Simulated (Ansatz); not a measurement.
A made-up structure of MgSiH$_{2}$ClF, singlet:

```xyz
6
angstrom
F 1.2313 1.3122 1.0648
Si -0.0673 0.9130 0.1844
Mg 0.0431 -1.6066 -0.3703
Cl 0.1138 -3.7394 -0.8527
H -0.0593 1.8068 -1.0115
H 1.8513 1.4304 1.7204
```

It is relaxed with PBE-D4/def2-SVP and then PBE0-D4/def2-TZVP (Ansatz 0.2.0). Atoms count as bonded within 1.22 times the sum of their covalent radii (H–H: 0.88 Å). The end point is not checked to be a true minimum.

(1) Does its bonding change? (A judgement: the text doesn't fix the answer.)

Answers

(1) The calculation gives: Yes. Formed: none; broken: F1–Si2.

Where it ends: The first stage lowers the energy by 2.32 eV in 11 steps. It ends as a complex of MgSiHCl ([SiH][Mg][Cl]) + HF:
```tsv
atom	x (Å)	y (Å)	z (Å)
F1	1.7636	1.0985	1.0992
Si2	-0.4473	0.9498	0.3674
Mg3	-0.1068	-1.5265	-0.4316
Cl4	0.1491	-3.6442	-0.9938
H5	0.0906	1.4216	-0.9833
H6	1.6637	1.8171	1.6771
```

Labels in which every atom is bracketed show which atoms are joined, not bond orders.

For scale, one of the runs: PBE0-D4/def2-TZVP relaxation, 149 basis functions, launched by `ansatz run in.yaml --threads 2 --pin off --events-out ev --progress --plain --max-ram 4352MiB`. Hardware: 2 CPU threads of an Arm Neoverse V1, shared host. Wall time about 34 s.
